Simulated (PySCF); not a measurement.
CdCl2, SMILES [Cl][Cd][Cl].

Geometry optimised at B3LYP-D3(BJ)/def2-TZVP. The isomer is the one that the SMILES or the coordinates give; other isomers of the formula were not compared. The def2 effective core potentials stand for the cores of Cd; spin–orbit coupling is left out.

Two levels are set side by side: TDDFT-PBE/def2-SVPD (PySCF) and TDDFT-PBE0/def2-SVPD (PySCF). Vertical, same geometry. The lowest singlet is HOMO→LUMO 100 % with PBE and HOMO−1→LUMO 99 % with the other functional; states are paired by order. Differences are taken from unrounded values.

| quantity | TDDFT-PBE0 |
|---|---|
| lowest singlet excitation (eV) | 5.11 |
| lowest triplet excitation (TDA) (eV) | 4.78 |

Question: What does TDDFT-PBE give, and how far is it from TDDFT-PBE0? (Estimate from the structure and the level; the computed values follow.)

Answer: 
| quantity | TDDFT-PBE | TDDFT-PBE minus TDDFT-PBE0 |
|---|---|---|
| lowest singlet excitation (eV) | 4.46 | -0.65 |
| lowest triplet excitation (TDA) (eV) | 4.15 | -0.63 |

Functionals without exact exchange tend to place singlet excitations lower, as here. Differences between two approximate levels are no errors against the true value.

Rough cost on one machine, each run with all the roots and properties that it gave: TDDFT-PBE0 against TDDFT-PBE about 3 times.
